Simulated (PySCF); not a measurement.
Cl3La, charge +1, doublet, at a GFN2-xTB geometry (such geometries of metal compounds can be far from the true shape) (the multiplicity is a formal guess) (core potentials on La). Base run: HF/def2-SV(P) run with PySCF.

Input for PySCF:
```python
from pyscf import gto, scf

mol = gto.Mole()
mol.atom = '''
    La    0.107624   -0.300283   -0.770851
    Cl   -1.965824   -0.743943    0.618337
    Cl    0.203236    2.019036    0.453968
    Cl    1.401731   -0.268260    1.512311
'''
mol.basis = 'def2-sv(p)'
mol.ecp = {'La': 'def2-sv(p)'}
mol.charge = 1
mol.spin = 1
mol.verbose = 3
mol.build()

mf = scf.UHF(mol)
mf.kernel()
mf.analyze()
```

Each row names what was changed in the base input (with any setting that the change needs).

```
change                                                                                                                  ΔE vs base (mEh)  fitting functions                outcome
----------------------------------------------------------------------------------------------------------------------  ----------------  -----------------  ---------------------
base                                                                                                                               0.000                  -              converged
only_dfj = on; auxbasis = def2-universal-jfit                                                                                     -0.286                242              converged
auxbasis = even-tempered beta=1.6                                                                                                  0.272                940              converged
auxbasis = even-tempered beta=3.0                                                                                                 -5.084                430              converged
auxbasis = def2-tzvp-ri                                                                                                                -                  -  stopped with an error
auxbasis = def2-universal-jfit                                                                                                    6135.3                242              converged
auxbasis = cc-pvtz-ri                                                                                                                  -                  -  stopped with an error
auxbasis = cc-pvqz-jkfit                                                                                                               -                  -  stopped with an error
auxbasis = cc-pvdz-jkfit                                                                                                               -                  -  stopped with an error
exchange = seminumerical (SGX) (with mf = sgx.sgx_fit(mf, auxbasis='def2-universal-jfit'); with mf.with_df.dfj = True)            -0.239                242              converged
```

A fitting set is made for a task (jfit for Coulomb, jkfit for Coulomb and exchange, ri for correlation) and for a family of orbital bases.

Open shells are given as the SCF converged; they aren't shown to be the lowest states, and a large step between rows can be another state.

- auxbasis = def2-tzvp-ri: ended with `pyscf.lib.exceptions.BasisNotFoundError: Basis set not found for La in def2-tzvp-ri`
- auxbasis = cc-pvtz-ri: ended with `pyscf.lib.exceptions.BasisNotFoundError: Basis set not found for La in cc-pvtz-ri`
- auxbasis = cc-pvqz-jkfit: ended with `pyscf.lib.exceptions.BasisNotFoundError: Basis set not found for La in cc-pvqz-jkfit`
